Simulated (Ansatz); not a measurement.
FH5OSi2 (`F[SiH2]O[SiH3]`). Total charge 0; spin multiplicity 1.

```
atom   x (Å)   y (Å)   z (Å)
  F1   1.586  -0.565  -1.777
 Si2   1.491   0.241  -0.405
  O3   0.166  -0.215   0.400
 Si4  -1.471  -0.250   0.504
  H5   2.678  -0.105   0.402
  H6   1.419   1.678  -0.751
  H7  -1.840  -0.278   1.940
  H8  -1.985  -1.466  -0.172
  H9  -2.045   0.959  -0.140
```

Problem. List the harmonic frequencies (cm⁻¹, unscaled) at PBE0-D4/def2-TZVP in Ansatz. (Best estimate.)

Solution. Computed: 38, 44, 83, 320, 602, 696, 728, 735, 755, 878, 938, 954, 957, 974, 999, 1149, 2228, 2244, 2249, 2257, 2278.

Problem. Is this a minimum?

Solution. Yes, all 21 modes are real.

Problem. Give the ideal-gas thermochemistry at 298.15 K and 1 bar (rigid rotor, harmonic oscillator; point group C1, symmetry number 1).

Solution. Zero-point energy 132.2 kJ/mol; H(298) − E = 151.9 kJ/mol; entropy 350.2 J/(mol·K), of which translation 165.8, rotation 109.8, vibration 74.6; G(298) − E = 47.5 kJ/mol. Modes under 100 cm⁻¹ are hindered rotations or soft bends, so the harmonic entropy is rough.

Problem. And at 400, 500, 600, 800 and 1000 K?

Solution. 
```json
{"T (K)": "400", "H − E (kJ/mol)": "162.6", "S (J/mol/K)": "380.8", "G − E (kJ/mol)": "10.3"}
{"T (K)": "500", "H − E (kJ/mol)": "174.8", "S (J/mol/K)": "408.0", "G − E (kJ/mol)": "-29.2"}
{"T (K)": "600", "H − E (kJ/mol)": "188.4", "S (J/mol/K)": "432.8", "G − E (kJ/mol)": "-71.2"}
{"T (K)": "800", "H − E (kJ/mol)": "218.8", "S (J/mol/K)": "476.3", "G − E (kJ/mol)": "-162.3"}
{"T (K)": "1000", "H − E (kJ/mol)": "252.1", "S (J/mol/K)": "513.5", "G − E (kJ/mol)": "-261.4"}
```
